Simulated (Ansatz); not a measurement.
Ansatz (a quantum-chemistry and plane-wave program) input (r2SCAN0/def2-TZVPD):

Ansatz 0.2 input:
```yaml
crystal:
  periodic: [false, false, false]
  atoms:
    - {symbol: Al, position_ang: [0.00014859, -0.10214327, 0.06835206]}
    - {symbol: C, position_ang: [-0.00216366, 1.48733853, -0.99529469]}
    - {symbol: H, position_ang: [-0.73084970, 2.18583221, -0.57908772]}
    - {symbol: H, position_ang: [-0.27443525, 1.22291216, -2.01903874]}
    - {symbol: H, position_ang: [0.99752483, 1.92570497, -0.97157135]}
    - {symbol: F, position_ang: [0.00209004, -1.43673534, 0.96143213]}
basis:
  gaussian:
    orbitals: def2-TZVPD
hamiltonian:
  xc: {name: r2SCAN0}
total_charge: 1
output: {forces: true}
```

Output:

```
Functional definition: r2SCAN0
integrals: 0.05 GiB planned
818 factors; their error is unknown
mean field: 0.52 GiB planned
mean field evaluation 1: about -10376.0803 eV, gradient 9.7e1 eV
mean field evaluation 2: about -10352.5845 eV, gradient 1.5e2 eV
mean field evaluation 4: about -10392.0858 eV, gradient 9.7e0 eV
mean field evaluation 8: about -10392.3143 eV, gradient 2.6e-1 eV
mean field evaluation 16: about -10392.3144 eV, gradient 3.0e-5 eV
mean field -10392.31440497 eV, -381.9105102190 hartree, gradient 3.0e-5 eV, S^2 0.000000; 0 other end points of the search recorded, 0 dependent functions left out
the calculation of the forces begins
reference -10392.31441646 eV, -381.9105106413 hartree; 15, 15 occupied and 132, 132 virtual orbitals, 818 factors
Total energy: -10392.31441646 eV, -381.9105106413 hartree
Atom 0 at     0.000149    -0.102143     0.068352 Å, force     0.000305    -0.210921     0.141143 eV/Å
Atom 1 at    -0.002164     1.487339    -0.995295 Å, force     0.000281    -0.179127     0.119874 eV/Å
Atom 2 at    -0.730850     2.185832    -0.579088 Å, force     0.082162    -0.058681    -0.060399 eV/Å
Atom 3 at    -0.274435     1.222912    -2.019039 Å, force     0.030682     0.049930     0.102018 eV/Å
Atom 4 at     0.997525     1.925705    -0.971571 Å, force    -0.112809    -0.029351    -0.016129 eV/Å
Atom 5 at     0.002090    -1.436735     0.961432 Å, force    -0.000621     0.428150    -0.286508 eV/Å
Dipole moment:    -0.000775     0.533305    -0.356876 e Å
```

It need not be the lowest isomer of its formula.
